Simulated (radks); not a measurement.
Excited configurations of Ta61+: one electron is placed in a higher orbital outside [Ne] 3s1. The ground configuration is [Ne] 3s2. All-electron calculation, Dirac Kohn-Sham, LDA (Slater exchange, Perdew-Wang correlation), spin-unpolarised, spherical densities, finite nucleus; open shells fill j = l - 1/2 first; Fermi nuclear charge, rms radius 5.3507 fm. Program: a radial shooting solver on a logarithmic mesh with Libxc functionals. Excitation = E - E(ground); binding = E(ion) - E, where the ion is the core of charge +62; n* = 62/sqrt(2 binding) in atomic units.

outer orbital  excitation (eV)  binding (eV)  eigenvalue (eV)  <r> (bohr)
4d3/2                   3397.1        3395.4          -3363.3      0.3231
5d3/2                   4631.7        2160.8          -2142.6      0.5360
5f5/2                   4672.7        2119.8          -2100.1      0.4988
6s1/2                   5218.2        1574.3          -1562.6      0.8026
6f5/2                   5321.6        1470.9          -1458.5      0.7620
7s1/2                   5648.5        1144.0          -1135.7       1.105
7d3/2                   5698.3        1094.2          -1085.9       1.107

The Delta-SCF ionisation energy is 6792.5 eV (NIST Atomic Spectra Database: 6769 eV, theoretical). Self-interaction in the functional shifts the binding energies and quantum defects, so they are the method's values and not measured ones. Spin polarisation and multiplet splitting are left out, so open shells lie too high by an amount that depends on their filling.

Beside tabulated values, note that spin-unpolarised runs miss the spin-polarisation part of the exchange energy of open shells.
